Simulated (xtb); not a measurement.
Input for xtb: GFN2-xTB on F3HOTi (SMILES [OH][Ti]([F])([F])[F]).

```
$ xtb mol.xyz --gfn 2 --sp --chrg 0 --uhf 0
6

O      1.25135775    -0.42414657    -0.28657703
Ti    -0.43416674     0.03494735     0.01247632
F     -0.70474183     1.69484401    -0.51168111
F     -1.49299891    -1.05953049    -0.87183041
F     -0.78065992    -0.04898746     1.73760966
H      2.16130964    -0.19712683    -0.07989742
```

Q: Predict the final total energy.

A: -20.7027 hartree.
